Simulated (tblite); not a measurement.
Species: C4H4ClFO.
Atom-mapped SMILES: `[O:1]=[C:2]=[C:3]([CH2:4][F:5])[CH2:6][Cl:7]` (hydrogens: H8, H9 on C4; H10, H11 on C6)

Computed with GFN2-xTB (tblite), gas phase: Langevin dynamics at 200 K from the optimised GFN2-xTB geometry, time step 0.5 fs, friction 0.01 fs⁻¹, 2000 steps. The instantaneous temperature is 2·E(kin)/(3Nk) with all 3N coordinates.

| t (fs) | T (K) | E(pot) above start (eV) | O1=C2 (Å) | C2=C3 (Å) | C3–C4 (Å) | C4–F5 (Å) | C3–C6 (Å) | C4–H8 (Å) | C2–C3–C4–F5 (°) |
| --- | --- | --- | --- | --- | --- | --- | --- | --- | --- |
| 0 | 176 | 0.000 | 1.158 | 1.303 | 1.506 | 1.378 | 1.494 | 1.095 | 103 |
| 25 | 114 | 0.156 | 1.154 | 1.318 | 1.527 | 1.394 | 1.472 | 1.129 | 101 |
| 50 | 162 | 0.145 | 1.170 | 1.317 | 1.556 | 1.381 | 1.462 | 1.067 | 97 |
| 75 | 133 | 0.155 | 1.153 | 1.303 | 1.491 | 1.386 | 1.480 | 1.057 | 100 |
| 100 | 86 | 0.139 | 1.166 | 1.305 | 1.507 | 1.382 | 1.540 | 1.119 | 91 |
| 125 | 131 | 0.172 | 1.150 | 1.311 | 1.474 | 1.361 | 1.503 | 1.135 | 95 |
| 150 | 175 | 0.213 | 1.167 | 1.303 | 1.494 | 1.391 | 1.515 | 1.112 | 94 |
| 175 | 226 | 0.162 | 1.159 | 1.288 | 1.521 | 1.391 | 1.504 | 1.067 | 89 |
| 200 | 154 | 0.330 | 1.142 | 1.316 | 1.497 | 1.387 | 1.456 | 1.071 | 87 |
| 225 | 280 | 0.227 | 1.153 | 1.315 | 1.542 | 1.374 | 1.492 | 1.130 | 82 |
| 250 | 146 | 0.372 | 1.167 | 1.293 | 1.523 | 1.366 | 1.473 | 1.096 | 70 |
| 275 | 249 | 0.214 | 1.153 | 1.318 | 1.506 | 1.387 | 1.485 | 1.061 | 75 |
| 300 | 157 | 0.374 | 1.159 | 1.323 | 1.489 | 1.437 | 1.524 | 1.066 | 67 |
| 325 | 174 | 0.272 | 1.168 | 1.285 | 1.457 | 1.393 | 1.513 | 1.130 | 74 |
| 350 | 197 | 0.254 | 1.169 | 1.330 | 1.532 | 1.351 | 1.516 | 1.078 | 77 |
| 375 | 181 | 0.260 | 1.154 | 1.317 | 1.508 | 1.361 | 1.463 | 1.075 | 81 |
| 400 | 240 | 0.244 | 1.140 | 1.307 | 1.491 | 1.412 | 1.474 | 1.106 | 82 |
| 425 | 241 | 0.177 | 1.162 | 1.294 | 1.550 | 1.379 | 1.504 | 1.122 | 94 |
| 450 | 163 | 0.234 | 1.160 | 1.294 | 1.501 | 1.343 | 1.449 | 1.083 | 93 |
| 475 | 147 | 0.278 | 1.167 | 1.332 | 1.516 | 1.407 | 1.570 | 1.084 | 83 |
| 500 | 157 | 0.235 | 1.158 | 1.284 | 1.474 | 1.375 | 1.503 | 1.100 | 93 |
| 525 | 180 | 0.127 | 1.166 | 1.312 | 1.529 | 1.370 | 1.539 | 1.078 | 90 |
| 550 | 107 | 0.156 | 1.160 | 1.302 | 1.511 | 1.384 | 1.526 | 1.074 | 82 |
| 575 | 153 | 0.191 | 1.146 | 1.286 | 1.519 | 1.369 | 1.481 | 1.106 | 98 |
| 600 | 136 | 0.153 | 1.151 | 1.300 | 1.550 | 1.387 | 1.501 | 1.120 | 105 |
| 625 | 165 | 0.161 | 1.152 | 1.294 | 1.490 | 1.390 | 1.470 | 1.106 | 103 |
| 650 | 176 | 0.174 | 1.170 | 1.299 | 1.540 | 1.364 | 1.513 | 1.072 | 119 |
| 675 | 216 | 0.195 | 1.161 | 1.310 | 1.538 | 1.364 | 1.458 | 1.088 | 128 |
| 700 | 142 | 0.227 | 1.155 | 1.310 | 1.505 | 1.375 | 1.462 | 1.100 | 128 |
| 725 | 214 | 0.204 | 1.174 | 1.324 | 1.519 | 1.387 | 1.471 | 1.088 | 125 |
| 750 | 177 | 0.275 | 1.188 | 1.314 | 1.502 | 1.355 | 1.493 | 1.098 | 128 |
| 775 | 215 | 0.278 | 1.172 | 1.326 | 1.493 | 1.395 | 1.532 | 1.064 | 115 |
| 800 | 146 | 0.303 | 1.138 | 1.308 | 1.463 | 1.388 | 1.523 | 1.094 | 124 |
| 825 | 185 | 0.199 | 1.167 | 1.303 | 1.518 | 1.392 | 1.474 | 1.125 | 126 |
| 850 | 240 | 0.225 | 1.181 | 1.296 | 1.563 | 1.395 | 1.490 | 1.109 | 110 |
| 875 | 248 | 0.163 | 1.140 | 1.306 | 1.497 | 1.361 | 1.492 | 1.096 | 111 |
| 900 | 201 | 0.159 | 1.150 | 1.316 | 1.494 | 1.369 | 1.515 | 1.121 | 108 |
| 925 | 152 | 0.153 | 1.177 | 1.293 | 1.507 | 1.414 | 1.498 | 1.120 | 95 |
| 950 | 225 | 0.154 | 1.157 | 1.297 | 1.478 | 1.371 | 1.444 | 1.103 | 92 |
| 975 | 130 | 0.278 | 1.143 | 1.344 | 1.576 | 1.378 | 1.510 | 1.055 | 91 |
| 1000 | 179 | 0.226 | 1.157 | 1.298 | 1.504 | 1.361 | 1.481 | 1.075 | 97 |

Problem. From 500 fs on, how do temperature and potential energy compare with equipartition?

Solution. The mean temperature of these 21 frames is 178 K against the target 200 K, and the mean potential energy 0.20 eV against 27 × kT/2 = 0.23 eV for 27 classical harmonic modes. For 11 atoms in a canonical ensemble the temperature itself scatters by T·√(2/(3N)) = 49 K; here its standard deviation is 37 K. The whole run lasts only 10 friction times of 100 fs, so these averages carry a wide statistical error.

Problem. What are the kinetic and total energies of the listed frame with the highest potential energy?

Solution. The one at 300 fs, 0.374 eV above the start. Its kinetic energy is 3NkT/2 = 0.223 eV at 157 K, so the sum is 0.60 eV; over the listed frames the sum runs from 0.25 to 0.62 eV, since the thermostat adds and removes energy.

Problem. How much do the listed bonds fluctuate from 500 fs on?

Solution. 
```csv
bond,at the start (Å),mean (Å),standard deviation (Å)
O1=C2,1.158,1.160,0.013
C2=C3,1.303,1.306,0.014
C3–C4,1.506,1.513,0.028
C4–F5,1.378,1.378,0.014
C3–C6,1.494,1.494,0.025
C4–H8,1.095,1.095,0.019
```

The motion is classical and holds no zero-point motion.

The cost below is that of the whole dynamics run. On Intel Xeon 6975P-C, one thread, no GPU, shared host with 192 logical CPUs at a one-minute load of 26, this took 7.2 s wall and 0.18 GiB of memory at its peak.
